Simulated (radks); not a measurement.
Spherical quantum dot in the effective-mass picture: electrons in a well V = -V0 / (1 + exp((r - R)/a)) with V0 = 14.4, R = 3.56, a = 0.14, all in effective atomic units (hartree* = m*/eps^2 hartree, bohr* = eps/m* bohr), one dielectric constant everywhere. Method: non-relativistic Kohn-Sham, LDA (Slater exchange, Perdew-Wang correlation), spin-polarised, spherical densities; computed with a radial shooting solver with Libxc functionals. Levels are named by radial order and angular momentum (1s, 1p, 1d, 2s, ...), and open shells are averaged over m.

N = 15, configuration 1s2 1p6 1d(up 5, down 2). This is the lowest configuration that the search found. Occupied and some empty levels:

| level | occupation | eigenvalue (hartree*) | <r> (bohr*) |
|---|---|---|---|
| 1s up | 1 | -8.6205 | 2.287 |
| 1s down | 1 | -8.5756 | 2.278 |
| 1p up | 3 | -8.3864 | 2.425 |
| 1p down | 3 | -8.3388 | 2.422 |
| 1d up | 5 | -8.0057 | 2.534 |
| 1d down | 2 | -7.9568 | 2.533 |
| 1f up | 0 | -7.5001 | 2.622 |
| 1f down | 0 | -7.4509 | 2.623 |
| 2s up | 0 | -7.3391 | 1.671 |
| 2s down | 0 | -7.3159 | 1.671 |
| 2p up | 0 | -6.6613 | 1.941 |
| 2p down | 0 | -6.6316 | 1.939 |

Energy (hartree*): total -163.309, kinetic 13.257, external -212.36, Hartree 41.862, exchange-correlation -6.0646.
